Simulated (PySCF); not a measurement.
# What a mistake does to a calculation on BCGeH7N

All numbers below are calculated, not measured. They come from PySCF 2.14.0, an open-source quantum chemistry program, on an isolated molecule that a program drew, which may never have been made. The molecule is BCGeH7N (charge 0, doublet), drawn as the SMILES string `C[B][GeH2][NH2]`.

Each row is a Hartree-Fock (HF) and frozen-core CCSD(T) single point in the cc-pVDZ basis, meant for a local HF minimum. Run 1 is clean. Each other run has one planted mistake out of seven kinds, and not every kind appears here: one electron removed, one electron added, multiplicity raised by two, geometry at a saddle point, minimal basis STO-3G, one bond length entered in bohr, all coordinates scaled. The reference is restricted for singlets and unrestricted otherwise, and also for a bond in bohr. Adding or removing an electron swaps singlet and doublet. Electrons count all cores. HOMO and LUMO are orbital energies over both spins, the gradient is its largest component, and the lowest frequency (negative if imaginary) is given only where the gradient is small. Bond lengths are over the 10 bonds as drawn. T1 is the CCSD diagnostic: over 0.02 (restricted) or 0.045 (unrestricted) a single reference is doubtful. Germanium has the cc-pVDZ-PP basis, with a core potential (ECP10MDF) in place of its 10 inner electrons, and its 3s, 3p and 3d shells are frozen in CCSD(T).

Geometry of the clean run:
```xyz
11
BCGeH7N, angstrom
C     2.0194   -0.6613   -1.0933
B     0.7023   -0.9645   -0.3069
Ge   -1.3144   -0.6281   -0.7089
N    -2.5027   -1.5391    0.3823
H     2.8871   -1.2302   -0.7511
H     1.9190   -0.7720   -2.1781
H     2.2368    0.4015   -0.9046
H    -1.6951   -1.0280   -2.1449
H    -1.5973    0.8707   -0.5135
H    -2.2772   -1.4642    1.3606
H    -2.5533   -2.5212    0.1675
```

| run | electrons | basis functions | <S^2> | HOMO (eV) | LUMO (eV) | gradient (hartree/bohr) | lowest frequency (cm^-1) | mean bond (Å) | longest bond (Å) | T1 | HF (hartree) | CCSD(T) (hartree) | mistake |
|---|---|---|---|---|---|---|---|---|---|---|---|---|---|
| 1 | 57 | 100 | 0.757 | -8.21 | 1.71 | 3.7e-05 | 34 | 1.3878 | 2.084 | 0.0127 | -414.39608 | -414.94062 | no fault |
| 2 | 58 | 100 | 0.000 | 0.34 | 7.93 | 5.1e-02 | - | 1.3878 | 2.084 | 0.0151 | -414.33518 | -414.91786 | one electron added |
| 3 | 57 | 100 | 1.480 | -8.30 | 1.07 | 2.3e-02 | - | 1.4858 | 2.084 | 0.0532 | -414.27555 | -414.81572 | one bond length entered in bohr |
| 4 | 57 | 100 | 0.757 | -7.92 | 2.00 | 8.5e-02 | - | 1.2879 | 1.934 | 0.0120 | -414.33616 | -414.86886 | ? |

**Which mistake was planted in run 4, and what did it cost?**

The mean and the longest bond both change by the same factor, 0.928, and the gradient is no longer small. So the mistake is: all coordinates scaled. Subtracting run 1 and multiplying by 627.51 kcal/mol a hartree, the energy moved by 37.6 kcal/mol in HF and 45.0 kcal/mol in CCSD(T).

Cautions from the logs. Run 2: the HOMO is above zero, so the electron isn't bound and the energy depends on the basis; run 3: T1 is over the limit, so its CCSD(T) energy is less reliable.
